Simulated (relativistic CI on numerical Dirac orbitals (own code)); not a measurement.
# Radial parameters of Gd42+

Method of calculation: Dirac-Coulomb-Breit CI, separate exchange-only KLI orbitals for each configuration, model QED (radiative potential, 1s self-energy scaled to tabulated hydrogen-like ionisation energies), unscaled Slater integrals (own radial code, finite nucleus).

Slater integrals F^k, G^k are unscaled and averaged over j, outside the closed core [Ne]; ζ comes from projecting the Hamiltonian with its Breit term on Σ l·s of the shell.

- 3s2 3p6 3d4: F^2(3d,3d) = 504780, F^4(3d,3d) = 326040, ζ(3d) = 116860 cm⁻¹; <r>(3d) = 0.2024, <r^2>(3d) = 0.0475 (bohr units).
- 3s2 3p5 3d5: ζ(3p) = 872400, F^2(3d,3d) = 503910, F^4(3d,3d) = 325450, F^2(3p,3d) = 436570, G^1(3p,3d) = 465280, G^3(3p,3d) = 310670, ζ(3d) = 115740 cm⁻¹; <r>(3p) = 0.227, <r^2>(3p) = 0.05958, <r>(3d) = 0.2027, <r^2>(3d) = 0.04765 (bohr units).
- 3s 3p6 3d5: F^2(3d,3d) = 503610, F^4(3d,3d) = 325250, G^2(3s,3d) = 353610, ζ(3d) = 116330 cm⁻¹; <r>(3s) = 0.2315, <r^2>(3s) = 0.06115, <r>(3d) = 0.2028, <r^2>(3d) = 0.0477 (bohr units).

Problem. Give the Racah parameters of the d shell in 3s2 3p6 3d4.

Solution. B = F²/49 − 5F⁴/441 = 6605 cm⁻¹ and C = 35F⁴/441 = 25876 cm⁻¹.

Averages of the first 10 configurations, taken without configuration mixing, which lowers the lowest level and can move excited configurations by several eV; other configurations of the list can lie among them:

```json
{"Configuration": "3s2 3p6 3d4", "Parity": "even", "States": "210", "Average energy above the lowest level (eV)": "94.7"}
{"Configuration": "3s2 3p5 3d5", "Parity": "odd", "States": "1512", "Average energy above the lowest level (eV)": "430.7"}
{"Configuration": "3s 3p6 3d5", "Parity": "even", "States": "504", "Average energy above the lowest level (eV)": "720.6"}
{"Configuration": "3s2 3p6 3d3 4s", "Parity": "even", "States": "240", "Average energy above the lowest level (eV)": "1406.6"}
{"Configuration": "3s2 3p6 3d3 4p", "Parity": "odd", "States": "720", "Average energy above the lowest level (eV)": "1515.4"}
{"Configuration": "3s2 3p6 3d3 4d", "Parity": "even", "States": "1200", "Average energy above the lowest level (eV)": "1646.5"}
{"Configuration": "3s2 3p5 3d4 4s", "Parity": "odd", "States": "2520", "Average energy above the lowest level (eV)": "1733.9"}
{"Configuration": "3s2 3p6 3d3 4f", "Parity": "odd", "States": "1680", "Average energy above the lowest level (eV)": "1754.5"}
{"Configuration": "3s 3p6 3d4 4s", "Parity": "even", "States": "840", "Average energy above the lowest level (eV)": "2025.7"}
{"Configuration": "3p6 3d5 4p", "Parity": "odd", "States": "1512", "Average energy above the lowest level (eV)": "2759.9"}
```
